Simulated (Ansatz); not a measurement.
`C=CC(C)=[Se]` + H₂ → `C=CC=[Se]` + CH₄ at 700 K and 1 bar (hydrogenolysis of a C–C bond).

Calculated with Ansatz (gas phase, PBE0-D4/def2-TZVP geometries, no zero-point term in ΔE). CCSD(T)/CBS is the MP2 limit (def2-TZVPP, def2-QZVPP) plus CCSD(T) − MP2 in def2-TZVPP, frozen cores. This one scheme is used for every species. For Se outer-core shells are correlated without core-valence functions, which leaves a few kJ/mol of doubt a bond. Scalar relativity is left out up to krypton. Each species was taken in one conformer, which may not be the lowest.

| species | CCSD(T)/CBS energy (Eh) | H − E (kJ/mol) | S (J/(mol·K)) |
| --- | --- | --- | --- |
| `C=CC(C)=[Se]` | -2556.48699 | 300.4 | 441.4 |
| H₂ | -1.17544 | 46.8 | 155.3 |
| `C=CC=[Se]` | -2517.21565 | 208.6 | 388.4 |
| CH₄ | -40.46206 | 145.9 | 224.0 |

H − E and S are ideal-gas, rigid-rotor, harmonic terms from PBE0-D4/def2-TZVP, for one conformer and one mirror image of each species. For small species the MP2-based limit differs from directly extrapolated CCSD(T) by up to some mEh (0.8 for H₂); such offsets cancel only in part. 1 Eh = 2625.50 kJ/mol, R = 8.31446 J/(mol·K).

**Question.** By hand: ΔE, ΔH, ΔS and ΔG.

**Answer.** ΔE = (-2517.21565) + (-40.46206) − (-2556.48699) − (-1.17544) = -0.01528 Eh = -40.1 kJ/mol. Δ(H − E) = 208.6 + 145.9 − 300.4 − 46.8 = 7.3, so ΔH = -32.8 kJ/mol. ΔS = 388.4 + 224.0 − 441.4 − 155.3 = 15.7 J/(mol·K). ΔG = -32.8 − 700 × (15.7)/1000 = -43.8 kJ/mol.

**Question.** By hand: the equilibrium constant, and the temperature at which ΔG would vanish if ΔH and ΔS stayed fixed.

**Answer.** log₁₀ K = −ΔG/(RT ln 10) = 3.3. ΔH and −TΔS have one sign here, so there is no such temperature.

TΔS isn't small against ΔH here. A doubt of 5 kJ/mol in ΔE shifts log₁₀ K by 0.4 here. Other conformers and mirror images would add mixing entropy, several J/(mol·K) or more a flexible species. These are equilibria of isolated gas molecules and say nothing of rates. Largest T1 diagnostic: 0.018 (customary marks: 0.02 for closed shells, 0.045 for open ones).
